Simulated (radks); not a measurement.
Values are calculated unless marked as measured or tabulated.
Task: Species: the thulium ion Tm2+. Configuration: [Xe] 4f13. Code: a radial shooting solver on a logarithmic mesh with Libxc functionals. Model: Dirac Kohn-Sham, PBE, spin-unpolarised, spherical densities, finite nucleus; open shells fill j = l - 1/2 first; Fermi nuclear charge, rms radius 5.2256 fm.

Spin-orbit splittings of the eigenvalues, e(l+1/2) - e(l-1/2), with zeta = 2 splitting/(2l+1) and mean radii in bohr:

| shell | occ. | splitting (eV) | zeta (eV) | <r> j=l-1/2 | <r> j=l+1/2 |
|---|---|---|---|---|---|
| 2p | 6 | 980.2 | 653.4 | 0.07008 | 0.07746 |
| 3p | 6 | 207.0 | 138.0 | 0.2103 | 0.2241 |
| 3d | 10 | ? | ? | 0.1973 | 0.2016 |
| 4p | 6 | 46.69 | 31.13 | 0.5062 | 0.5382 |
| 4d | 10 | 8.492 | 3.397 | 0.5653 | 0.5766 |
| 4f | 13 | 1.198 | 0.3424 | 0.7896 | 0.8096 |
| 5p | 6 | 5.750 | 3.833 | 1.387 | 1.497 |

Estimate the 3d splitting.

Result: 45.24 eV (zeta = 18.09 eV).
